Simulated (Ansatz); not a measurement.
## Relative stability

The two ends of one reaction step of BH4Br, singlet (PBE0-D4/def2-TZVP).

A:

```
6
angstrom
B 0.9459 -0.0384 0.1348
H -1.7779 0.1822 -1.0154
H 1.0130 1.0899 -0.2322
H 0.9792 -0.9816 -0.5873
H -1.9614 0.1027 -0.2957
Br 0.8012 -0.3550 1.9958
```

B:

| atom | x (Å) | y (Å) | z (Å) |
| --- | --- | --- | --- |
| B1 | 0.3310 | 0.1460 | -0.6959 |
| H2 | -0.7394 | 0.4541 | -1.1344 |
| H3 | 1.1719 | 0.9964 | -0.6061 |
| H4 | 0.6866 | -0.9951 | -0.7624 |
| H5 | -1.2340 | -0.7993 | 1.6061 |
| Br6 | -0.2161 | 0.1977 | 1.5928 |

Program: Ansatz 0.2.0. Basis: def2-TZVPP. Cores are frozen in the correlated methods. Filled d shells of the heavier atoms are correlated. The def2 sets are not built for correlating such inner shells, so the correlated values are less sure here. B3LYP uses VWN-RPA correlation.

Question: Which structure is lower at CCSD(T), and by how much? (Judge from chemistry; the value comes from the calculation.)

Answer: The calculation gives: A, by 0.594 eV (electronic energy, against the other). By their contacts, A is a complex of BH₂Br ([BH2][Br]) + H₂ and B is BH₄Br ([BH3][BrH]).

All methods give the same order:

```tsv
method	E(B) − E(A) (eV)
SPW92	0.275
PBE-D4	0.508
BLYP-D4	0.603
r2SCAN-D4	0.569
B97M-V	0.580
PBE0-D4	0.515
B3LYP-D4	0.592
r2SCAN0-D4	0.563
BHLYP-D4	0.604
CAM-B3LYP-D4	0.552
wB97X-V	0.571
wB97M-V	0.563
B2PLYP	0.624
PBE-QIDH	0.562
RPA on PBE	0.607
HF	0.784
MP2	0.638
CCSD	0.596
CCSD(T)	0.594
```

No T1 diagnostic of these runs exceeds 0.011.

Labels in which every atom is bracketed show which atoms are joined, not bond orders.

For scale, one of the runs: CCSD(T)/def2-TZVPP, 135 basis functions (an equivalent command: `ansatz run in.yaml --threads 2`). Hardware: 2 CPU threads, shared host. Wall time 12 s; peak host memory 0.72 GiB.
